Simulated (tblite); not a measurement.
Compound: C₅H₉ClOSi₂.
Cartesian coordinates in Å at the GFN2-xTB level; atoms count from 1:
```xyz
18
C5H9ClOSi2 angstrom
O     -1.9679   -0.4600   -1.9179
Si    -1.9702    0.2493   -0.4515
C     -1.4329   -0.9627    0.8967
C     -0.2127   -1.0054    1.4285
Si     1.1614    0.1798    0.9397
C      2.3047   -0.7075   -0.3356
Cl     1.3790   -1.1903   -1.7771
C      0.4295    1.7030    0.1175
C     -0.7948    1.7294   -0.4057
H     -1.1589   -0.8265   -2.2742
H     -3.3674    0.6483   -0.3101
H     -2.1725   -1.6842    1.2294
H      0.0151   -1.7542    2.1816
H      2.0286    0.5260    2.0793
H      2.7435   -1.6184    0.0650
H      3.1078   -0.0651   -0.6894
H      1.0455    2.5966    0.0767
H     -1.1463    2.6482   -0.8645
```

Computed with GFN2-xTB (tblite): harmonic, unscaled wavenumbers at the GFN2-xTB geometry, gas phase. Errors from tens to a few hundred cm⁻¹ against measured bands are possible. Modes of hydrogen on silicon can be 10 to 20 % off. One conformer, not necessarily the lowest.

Question: How many normal modes are there?

Answer: 18 atoms, non-linear: 3N − 6 = 48.

Question: What is the point group of the computed structure, and how do the modes divide by symmetry?

Answer: Cs. The vibrations span 28 a′ + 20 a″.

Question: How many distinct wavenumbers does the calculation give?

Answer: 48: Cs has no degenerate species.

Question: How many fundamentals are allowed in the infrared by symmetry?

Answer: 48 of 48: in Cs every mode is allowed. All fundamentals are allowed in the Raman spectrum.

Question: How large is the harmonic zero-point energy?

Answer: ½Σν̃ = 26815 cm⁻¹ = 76.7 kcal/mol (48 modes); those above 1550 cm⁻¹ give 41.9 kcal/mol of it.

Question: How far is the lowest real mode excited at 298.15 K, as a harmonic oscillator?

Answer: θ = hcν̃/k = 57 K for 39.7 cm⁻¹, so N1/N0 = 0.83 and ⟨v⟩ = 1/(exp(θ/T) − 1) = 4.7.

Hardware: one thread of an Arm Neoverse N1 (shared host). Cost: 1.7 s wall. This covers the Hessian and the dipole derivatives.
